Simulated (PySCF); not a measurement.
A structure optimised at B3LYP-D3(BJ)/def2-SVP, used in a PySCF frequency run:

```
C
H 1 1.0992
H 1 1.1022 2 107.28
C 1 1.5424 2 112.82 3 -122.33
H 4 1.0993 1 114.02 2 90.52
H 4 1.1039 5 106.33 1 122.52
C 4 1.5362 5 108.18 6 113.24
O 7 1.1956 4 125.45 5 -36.12
O 7 1.3656 8 122.43 4 178.03
Si 9 1.7087 7 115.03 8 176.94
H 10 1.4839 9 109.55 7 -128.41
H 10 1.4869 11 110.27 9 120.88
```

Question: Write its SMILES and formula.

Answer: O=C1CC[SiH2]O1, C3H6O2Si

Question: What are its rotational constants (standard atomic weights)?

Answer: 5.5355, 2.5926, 1.8621 GHz
